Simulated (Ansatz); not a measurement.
Which is lower?

The two ends of one reaction step of Si₃H₇Cl, singlet (PBE0-D4/def2-TZVP).

A:

Si1  (-0.341, -0.487, 1.895)
Si2  (0.642, -0.603, -0.224)
Cl3  (0.151, -2.434, -1.066)
H4  (2.125, -0.556, -0.107)
Si5  (-0.107, 1.086, -1.660)
H6  (0.131, -1.609, 2.747)
H7  (0.028, 0.806, 2.535)
H8  (-1.819, -0.556, 1.757)
H9  (0.503, 0.930, -3.006)
H10  (-1.587, 1.015, -1.775)
H11  (0.274, 2.410, -1.097)
(Å)

B:

```xyz
11
angstrom
Si -0.7912 -1.1999 2.0396
Si 1.1612 0.4502 0.1261
Cl -0.3671 -1.5049 -0.0006
H 2.2051 -0.3791 -0.6007
Si 0.2632 1.3486 -1.8793
H 0.4634 -1.3950 2.7878
H -1.3785 0.1454 2.1756
H -1.7830 -2.2592 2.3494
H 0.1033 0.3828 -3.0058
H -1.0679 1.9848 -1.6559
H 1.1916 2.4264 -2.3362
```

Computed with Ansatz 0.2.0 (basis: def2-TZVPP); correlated methods freeze the cores. B3LYP uses VWN-RPA correlation.

(1) Which structure is lower at CCSD(T), and by how much? (An estimate is asked for; the value comes from the calculation.)

T1 diagnostic: at most 0.013.

Results:

(1) Computed: A, by 191.5 kJ/mol (electronic energy, against the other). By their contacts, A is Si₃H₇Cl ([SiH3][SiH]([SiH3])[Cl]) and B is Si₃H₇Cl ([SiH3][SiH][Cl][SiH3]).

All methods give the same order:

```tsv
method	E(B) − E(A) (kJ/mol)
SPW92	185.1
PBE-D4	186.2
BLYP-D4	178.0
r2SCAN-D4	201.0
B97M-V	195.4
PBE0-D4	196.6
B3LYP-D4	188.1
r2SCAN0-D4	204.2
BHLYP-D4	198.4
CAM-B3LYP-D4	196.2
wB97X-V	202.9
wB97M-V	180.4
B2PLYP	193.7
PBE-QIDH	202.9
RPA on PBE	182.8
HF	210.6
MP2	195.5
CCSD	194.6
CCSD(T)	191.5
```

Labels in which every atom is bracketed show which atoms are joined, not bond orders.

For scale, one of the runs: CCSD(T)/def2-TZVPP, 266 basis functions, launched by `ansatz run in.yaml --threads 4 --pin off --events-out ev --progress --plain --max-ram 9574MiB`. The run took 3.2 min on 4 CPU threads of an Intel Xeon (shared host), with 5.7 GiB of host memory at its peak.
